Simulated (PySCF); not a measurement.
Species: C₅H₆F₃N₂ (charge +1).
Geometry (GFN2-xTB, Å), atoms numbered from 1 in this order:
```
atom  x, y, z in Å
F1    -1.849    1.020    1.220
C2    -2.104   -0.043    0.448
F3    -3.382   -0.032    0.119
F4    -1.854   -1.129    1.181
C5    -1.196   -0.013   -0.803
N6     0.181    0.010   -0.385
C7     0.966   -1.089   -0.178
C8     2.159   -0.646    0.305
N9     2.071    0.710    0.389
C10    0.870    1.093   -0.027
H11   -1.447    0.881   -1.381
H12   -1.401   -0.907   -1.398
H13    0.631   -2.087   -0.379
H14    3.036   -1.194    0.586
H15    2.803    1.327    0.718
H16    0.509    2.104   -0.067
```

A PySCF run (density fitting, gas phase, GFN2-xTB geometry) gave HOMO -14.05 eV, LUMO -4.41 eV and E = -602.548 Eh.

Question: Which of these levels was it?
A. PBE0/def2-SVP
B. CAM-B3LYP/6-31G
C. PBE0/IGLO-II
D. mPW1PW91/IGLO-II
E. revPBE/def2-SVP

Answer: B. It is CAM-B3LYP/6-31G. All candidates on this geometry:

```json
{"level and settings": "revPBE/def2-SVP, grid level 3, fitting basis def2-qzvpp-jkfit", "kind": "GGA", "basis functions": "170", "SCF cycles": "12", "E (Eh)": "-602.3179", "HOMO (eV)": "-11.60", "LUMO (eV)": "-6.54"}
{"level and settings": "mPW1PW91/IGLO-II, level shift 0.2 Eh, fitting basis def2-universal-jkfit", "kind": "global hybrid", "basis functions": "256", "SCF cycles": "11", "E (Eh)": "-602.9699", "HOMO (eV)": "-12.77", "LUMO (eV)": "-5.71"}
{"level and settings": "PBE0/IGLO-II, grid level 3, fitting basis def2-universal-jkfit", "kind": "global hybrid", "basis functions": "256", "SCF cycles": "10", "E (Eh)": "-602.4831", "HOMO (eV)": "-12.75", "LUMO (eV)": "-5.69"}
{"level and settings": "PBE0/def2-SVP, fitting basis def2-universal-jkfit", "kind": "global hybrid", "basis functions": "170", "SCF cycles": "10", "E (Eh)": "-601.8778", "HOMO (eV)": "-12.78", "LUMO (eV)": "-5.66"}
{"level and settings": "CAM-B3LYP/6-31G", "kind": "range-separated hybrid", "basis functions": "102", "SCF cycles": "13", "E (Eh)": "-602.5478", "HOMO (eV)": "-14.05", "LUMO (eV)": "-4.41"}
```

The nearest other candidate, by the summed differences of HOMO and LUMO, is PBE0/def2-SVP: its HOMO differs by +1.27 eV and its LUMO by -1.25 eV. Cycle counts include a coarse-grid stage where the run had one.
